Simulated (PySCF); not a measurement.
**A thermochemical cycle for RbHg**

PBE in PySCF with def2-SVP on every atom (core potentials on Rb, Hg), for the lowest determinant that a PBE0 search found; no spin–orbit coupling. RbHg, a doublet (σ ↑), has De = 0.07 eV to neutral atoms, and RbHg⁺, a singlet (closed shell), has De = 0.16 eV to Rb⁺ + Hg.

The adiabatic ionisation energy of RbHg, between the minima, is 4.19 eV.

Question: Which ionisation energy of the Rb atom does this level give?

Answer: IE(Rb) = IE(molecule) + De(ion) − De(neutral) = 4.19 + 0.16 − 0.07 = 4.28 eV; the measured value is 4.177 eV (NIST ASD).

Closed-shell solutions of metal pairs were not tested for spin polarisation, which can lower them a little. Weak bonds: RbHg, RbHg⁺. Basis-set superposition, not corrected here, can be much of De in a small basis, most of all at correlated wavefunction levels. Spin–orbit coupling is left out. For an ion De counts to the pair picked by the measured ionisation energies or electron affinities, which need not be the lowest pair at this level. States were picked by a PBE0 search and need not be the measured ground states.
